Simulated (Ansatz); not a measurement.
Molecular dynamics of CH3ClO2SeSi

Input:

```yaml
crystal:
  periodic: [false, false, false]
  atoms:
    - { symbol: Cl, position_ang: [-1.700158, -2.019522, 1.084515] }
    - { symbol: Si, position_ang: [-0.135544, -0.740457, 0.639327] }
    - { symbol: Se, position_ang: [1.564594, -2.049364, -0.125845] }
    - { symbol: O, position_ang: [-0.991117, 0.121537, -0.870758] }
    - { symbol: C, position_ang: [-0.56035, 1.302181, -0.75826] }
    - { symbol: O, position_ang: [0.130203, 0.6201, 1.409433] }
    - { symbol: H, position_ang: [2.536829, -0.964557, 0.167436] }
    - { symbol: H, position_ang: [-1.258053, 2.138608, -0.997715] }
    - { symbol: H, position_ang: [0.501995, 1.545171, -0.565333] }
basis:
  gaussian: { orbitals: def2-SVP }
hamiltonian:
  xc: pbe
md:
  timestep: 0.5
  n_steps: 200
  ensemble: nve
  temperature: 300.0
  initial_velocities: maxwell_boltzmann
  seed: 8810
```

Launched with:

```bash
$ ansatz run input.yaml --threads 2 --pin off --max-ram 3072MiB --backend cpu --events-out ev --progress --plain --runs-dir out
```

It starts at the highest image of a converged band, a first-order saddle point between two minima.

Output, in part (one step line in 7, the closing report, with atoms numbered from 0):

```
md step     0: t =     0.00 fs  T =   300.0 K  F+E_penalty+E_count = -90888.60593634 eV  E_kin = 0.271446 eV  conserved = -90888.33449034 eV  (33 SCF iters)
md step     7: t =     3.50 fs  T =   214.0 K  F+E_penalty+E_count = -90888.52777160 eV  E_kin = 0.193621 eV  conserved = -90888.33415063 eV  (33 SCF iters)
md step    14: t =     7.00 fs  T =   156.8 K  F+E_penalty+E_count = -90888.47590375 eV  E_kin = 0.141857 eV  conserved = -90888.33404649 eV  (33 SCF iters)
md step    21: t =    10.50 fs  T =   215.0 K  F+E_penalty+E_count = -90888.52883208 eV  E_kin = 0.194532 eV  conserved = -90888.33430049 eV  (33 SCF iters)
md step    28: t =    14.00 fs  T =   215.7 K  F+E_penalty+E_count = -90888.52948575 eV  E_kin = 0.195203 eV  conserved = -90888.33428225 eV  (33 SCF iters)
md step    35: t =    17.50 fs  T =   171.9 K  F+E_penalty+E_count = -90888.48965545 eV  E_kin = 0.155514 eV  conserved = -90888.33414106 eV  (33 SCF iters)
md step    42: t =    21.00 fs  T =   172.3 K  F+E_penalty+E_count = -90888.49010089 eV  E_kin = 0.155856 eV  conserved = -90888.33424519 eV  (33 SCF iters)
md step    49: t =    24.50 fs  T =   161.4 K  F+E_penalty+E_count = -90888.48015865 eV  E_kin = 0.146005 eV  conserved = -90888.33415367 eV  (33 SCF iters)
md step    56: t =    28.00 fs  T =   195.7 K  F+E_penalty+E_count = -90888.51132899 eV  E_kin = 0.177117 eV  conserved = -90888.33421247 eV  (32 SCF iters)
md step    63: t =    31.50 fs  T =   236.4 K  F+E_penalty+E_count = -90888.54819337 eV  E_kin = 0.213910 eV  conserved = -90888.33428314 eV  (33 SCF iters)
md step    70: t =    35.00 fs  T =   226.9 K  F+E_penalty+E_count = -90888.53957633 eV  E_kin = 0.205347 eV  conserved = -90888.33422925 eV  (32 SCF iters)
md step    77: t =    38.50 fs  T =   235.1 K  F+E_penalty+E_count = -90888.54681641 eV  E_kin = 0.212726 eV  conserved = -90888.33409081 eV  (33 SCF iters)
md step    84: t =    42.00 fs  T =   315.7 K  F+E_penalty+E_count = -90888.61992699 eV  E_kin = 0.285614 eV  conserved = -90888.33431277 eV  (33 SCF iters)
md step    91: t =    45.50 fs  T =   344.9 K  F+E_penalty+E_count = -90888.64634481 eV  E_kin = 0.312038 eV  conserved = -90888.33430692 eV  (33 SCF iters)
md step    98: t =    49.00 fs  T =   332.9 K  F+E_penalty+E_count = -90888.63537042 eV  E_kin = 0.301178 eV  conserved = -90888.33419280 eV  (34 SCF iters)
md step   105: t =    52.50 fs  T =   346.6 K  F+E_penalty+E_count = -90888.64789575 eV  E_kin = 0.313624 eV  conserved = -90888.33427218 eV  (33 SCF iters)
md step   112: t =    56.00 fs  T =   370.5 K  F+E_penalty+E_count = -90888.66948123 eV  E_kin = 0.335216 eV  conserved = -90888.33426550 eV  (31 SCF iters)
md step   119: t =    59.50 fs  T =   373.2 K  F+E_penalty+E_count = -90888.67201807 eV  E_kin = 0.337709 eV  conserved = -90888.33430945 eV  (32 SCF iters)
md step   126: t =    63.00 fs  T =   315.2 K  F+E_penalty+E_count = -90888.61941693 eV  E_kin = 0.285218 eV  conserved = -90888.33419935 eV  (32 SCF iters)
md step   133: t =    66.50 fs  T =   297.7 K  F+E_penalty+E_count = -90888.60346732 eV  E_kin = 0.269392 eV  conserved = -90888.33407484 eV  (32 SCF iters)
md step   140: t =    70.00 fs  T =   354.9 K  F+E_penalty+E_count = -90888.65543999 eV  E_kin = 0.321095 eV  conserved = -90888.33434457 eV  (32 SCF iters)
md step   147: t =    73.50 fs  T =   346.4 K  F+E_penalty+E_count = -90888.64768890 eV  E_kin = 0.313463 eV  conserved = -90888.33422540 eV  (32 SCF iters)
md step   154: t =    77.00 fs  T =   343.9 K  F+E_penalty+E_count = -90888.64533387 eV  E_kin = 0.311210 eV  conserved = -90888.33412413 eV  (32 SCF iters)
md step   161: t =    80.50 fs  T =   384.1 K  F+E_penalty+E_count = -90888.68185205 eV  E_kin = 0.347526 eV  conserved = -90888.33432618 eV  (33 SCF iters)
md step   168: t =    84.00 fs  T =   382.2 K  F+E_penalty+E_count = -90888.68002896 eV  E_kin = 0.345835 eV  conserved = -90888.33419355 eV  (32 SCF iters)
md step   175: t =    87.50 fs  T =   394.8 K  F+E_penalty+E_count = -90888.69138392 eV  E_kin = 0.357193 eV  conserved = -90888.33419055 eV  (33 SCF iters)
md step   182: t =    91.00 fs  T =   408.8 K  F+E_penalty+E_count = -90888.70427333 eV  E_kin = 0.369934 eV  conserved = -90888.33433911 eV  (32 SCF iters)
md step   189: t =    94.50 fs  T =   368.2 K  F+E_penalty+E_count = -90888.66733882 eV  E_kin = 0.333172 eV  conserved = -90888.33416661 eV  (32 SCF iters)
md step   196: t =    98.00 fs  T =   342.0 K  F+E_penalty+E_count = -90888.64369645 eV  E_kin = 0.309451 eV  conserved = -90888.33424522 eV  (32 SCF iters)
md step   200: t =   100.00 fs  T =   328.3 K  F+E_penalty+E_count = -90888.63123592 eV  E_kin = 0.297055 eV  conserved = -90888.33418126 eV  (34 SCF iters)
Total energy: -90888.63126845 eV, -3340.0955925886 hartree
Atom 0 at    -1.736171    -2.077391     1.088042 Å, force     0.362087     0.389833    -0.050448 eV/Å
Atom 1 at    -0.078821    -0.798474     0.951882 Å, force     0.260814     0.756365     0.094752 eV/Å
Atom 2 at     1.499160    -1.984365    -0.180119 Å, force     0.184741    -0.176792     0.056327 eV/Å
Atom 3 at    -0.694738     0.132693    -1.144010 Å, force    -0.321202    -0.317654    -0.044830 eV/Å
Atom 4 at    -0.631951     1.352796    -1.253940 Å, force     0.133045    -0.705345     1.593494 eV/Å
Atom 5 at     0.223737     0.473197     1.839469 Å, force    -0.476569    -0.819792    -0.863611 eV/Å
Atom 6 at     2.518472    -0.898006    -0.065174 Å, force    -0.170773    -0.073439     0.086961 eV/Å
Atom 7 at    -1.009506     1.851595    -2.161606 Å, force     0.096002     0.356961    -0.429182 eV/Å
Atom 8 at    -0.251213     1.876460    -0.331412 Å, force    -0.068145     0.589862    -0.443462 eV/Å
Dipole moment:    -0.016097     0.406746    -0.811030 e Å
```

The run went to its last step. The conserved energy stayed within 0.053 meV per atom of its start (net change 0.034 meV per atom), so the integration is sound. A run of 0.1 ps of so small a system gives no equilibrium averages. The orbitals stay closed-shell, which can raise the energy where a bond breaks towards radicals; this wasn't checked here.

The step under study would form O6–H9 and break C5–H9. These pairs go: O6–H9 2.21 → 2.63 Å, C5–H9 1.11 → 1.13 Å. In the last frame they stand as before the step (other bonds may differ from the relaxed reactants and products). Also parted: Si2–O4 1.94 → 2.37 Å. It ends as CH2O + ClHOSeSi. Pairs count as bonded within 1.25 times the sum of covalent radii (0.12 Å more for H–H).

Last frame:

```xyz
9
Properties=species:S:1:pos:R:3
Cl -1.736 -2.077 1.088
Si -0.079 -0.798 0.952
Se 1.499 -1.984 -0.180
O -0.695 0.133 -1.144
C -0.632 1.353 -1.254
O 0.224 0.473 1.839
H 2.518 -0.898 -0.065
H -1.010 1.852 -2.162
H -0.251 1.877 -0.331
```

The run took 9.3 min on 2 threads of Arm Neoverse V1 (shared host), peak memory 0.17 GiB.
